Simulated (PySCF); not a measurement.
Unrelated species, one level of theory. Theory: PySCF 2.14.0, density-fitted response routines, TDDFT wB97X-D/def2-SVPD, vertical, gas phase, core orbitals frozen in the response. Geometries: PBE0-D3(BJ)/def2-SVP; one conformer of each isolated species. Triplets are in the Tamm–Dancoff approximation.

Question: Rank by computed lowest singlet excitation energy, lowest first.
A. `C[SiH2]n1cccc1`
B. `COc1cccc(C)c1`
C. `O=C(Cl)c1ccco1`
D. `C=N[Si@@H](C)C#CC`

Answer: D (4.15 eV), C (4.78 eV), B (5.16 eV), A (6.18 eV).

| SMILES | S1 (eV) | α (au) | HOMO (eV) | gap (eV) | T1 (eV) | LUMO (eV) | S1 mainly |
| --- | --- | --- | --- | --- | --- | --- | --- |
| C=N[Si@@H](C)C#CC | 4.15 | 95.6 | -8.86 | 9.91 | 3.57 | 1.05 | H→L (92%) |
| O=C(Cl)c1ccco1 | 4.78 | 79.9 | -9.43 | 8.93 | – | -0.50 | H-1→L (90%) |
| COc1cccc(C)c1 | 5.16 | 99.4 | -8.10 | 9.65 | 4.08 | 1.56 | H→L (74%) |
| C[SiH2]n1cccc1 | 6.18 | 90.3 | -7.96 | 9.98 | 4.28 | 2.02 | H→L (50%) |

H and L stand for HOMO and LUMO; a dash means that no computed state gives the value.
